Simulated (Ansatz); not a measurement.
Basis-set extrapolation for `N[SiH2][AlH][S][SiH3]` (PBE0-D4/def2-TZVP geometry, frozen core, the Gaussian-basis code of Ansatz). Multiplicity 1, RHF reference.

|  | def2-TZVPP | def2-QZVPP |
| --- | --- | --- |
| HF | -1276.569302 | -1276.608197 |
| MP2 correlation | -0.727232 | -0.784111 |
| CCSD(T) correlation | -0.830687 | not run |

Energies in hartree. Use E(X) = E(∞) + A·exp(−7.88·√X) for Hartree–Fock and E(X) = E(∞) + B·X^(−2.97) for correlation, with X = 3 and 4, and add CCSD(T) minus MP2 of the smaller set to the MP2 limit.

**Question.** What is the CCSD(T) energy at the basis-set limit?

**Answer.** HF limit: -1276.608197 + (-0.038895) × 0.13774 = -1276.61355. MP2 limit: -0.784111 + (-0.056879) × 0.74074 = -0.82624. Higher-order term: -0.830687 − (-0.727232) = -0.10345. Total: -1277.54324 hartree, 376.1 kJ/mol below CCSD(T)/def2-TZVPP.
